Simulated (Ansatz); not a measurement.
Reaction (redistribution): `CC[N](C)[Ti]([Cl])([Cl])[Cl]` + `BS[SiH2]C` → `C[SiH2][S][Ti]([Cl])([Cl])[Cl]` + `BN(C)CC`

Computed with Ansatz on PBE0-D4/def2-TZVP structures; ΔE is electronic, products minus reactants. CBS: MP2 limit from def2 TZ/QZ plus the TZ coupled-cluster correction, frozen cores. DFT in def2-TZVPP. For Ti outer-core shells are correlated without core-valence functions, which leaves a few kJ/mol of doubt a bond. Scalar relativity is left out up to krypton. Each species was taken in one conformer, which may not be the lowest.

`CC[N](C)[Ti]([Cl])([Cl])[Cl]`:

Z-matrix (Å, degrees):
```
Ti
Cl 1 2.207
C 1 2.988 2 119.2
Cl 1 2.188 2 111.8 3 -98.8
Cl 1 2.206 2 110.3 3 136.6
N 1 1.824 2 107.9 3 19.3
C 1 2.722 2 90.4 3 43.9
H 3 1.089 1 83.3 2 -119.9
H 3 1.095 1 121.6 2 -12.6
H 3 1.097 1 122.0 2 132.3
C 7 1.518 1 123.1 2 -40.3
H 7 1.098 1 70.4 2 60.1
H 7 1.098 1 123.8 2 156.1
H 11 1.092 7 110.4 1 15.3
H 11 1.092 7 109.8 1 134.7
H 11 1.091 7 111.7 1 -105.8
```

`BS[SiH2]C`:

Cartesian coordinates in Å:
```
B 0.458 -1.980 1.636
S 1.063 -1.183 0.172
Si -0.399 0.399 -0.028
C 0.044 1.408 -1.529
H -0.516 -1.583 2.202
H 1.066 -2.928 2.028
H -1.744 -0.215 -0.168
H -0.370 1.225 1.206
H -0.674 2.222 -1.664
H 1.039 1.845 -1.424
H 0.033 0.791 -2.430
```

`C[SiH2][S][Ti]([Cl])([Cl])[Cl]`:

```xyz
12

C     0.914    0.296    1.439
Si   -0.712   -0.571    1.196
S    -1.845    0.186   -0.491
Ti   -0.332    0.245   -2.125
Cl    0.932    2.007   -1.902
Cl    0.899   -1.545   -1.975
Cl   -1.441    0.326   -3.986
H     1.619    0.068    0.638
H     1.352   -0.037    2.385
H     0.777    1.378    1.484
H    -1.621   -0.325    2.344
H    -0.542   -2.030    0.994
```

`BN(C)CC`:

Z-matrix (Å, degrees):
```
C
N 1 1.447
H 1 1.096 2 110.8
H 1 1.096 2 110.8 3 119.3
H 1 1.088 2 109.9 3 -120.3
C 2 1.455 1 111.5 3 -59.6
B 2 1.386 1 122.0 3 120.4
C 6 1.510 2 115.7 1 -179.6
H 6 1.099 2 108.0 1 -56.6
H 6 1.099 2 108.0 1 57.3
H 7 1.194 2 120.9 1 -180.0
H 7 1.198 2 118.0 1 0.1
H 8 1.092 6 109.0 2 179.8
H 8 1.091 6 111.7 2 60.3
H 8 1.091 6 111.7 2 -60.6
```

| level | ΔE (kJ/mol) |
| --- | --- |
| LDA (SPW92) | -79.8 |
| B97M-V | -67.6 |
| r2SCANh-D4 | -67.1 |
| B2PLYP | -69.9 |
| r2SCAN | -67.8 |
| r2SCANh | -67.3 |
| HF/def2-SVP | -43.6 |
| CCSD/def2-SVP | -48.0 |

Q: What does CCSD(T)/CBS give? (An estimate is asked.)

A: The calculation gave: -62.3 kJ/mol. The listed levels differ from it by -17.5, -5.3, -4.8, -7.6, -5.5, -5.0, 18.7, 14.3 kJ/mol.

Largest T1 diagnostic among the species: 0.024, so the coupled-cluster value is less sure than usual.

At CCSD(T), def2-SVP lies +5.4 kJ/mol from the extrapolated value and def2-TZVPP +1.2 kJ/mol. Leaving LDA and LC-ωPBE aside and taking each functional with its dispersion term where it has one, the values, not all of them listed here, spread over 11.9 kJ/mol, from PBE-D4 to ωB97X-V. LDA lies −10.4 kJ/mol from PBE without D4. In def2-TZVPP, CCSD(T) changes the Hartree–Fock value by −6.6 kJ/mol (the triples alone add −5.6 kJ/mol) and MP2 by −11.0 kJ/mol.

CCSD(T)/CBS has its own doubt, a few kJ/mol and more with outer-core shells, so smaller differences from it don't rank the levels.
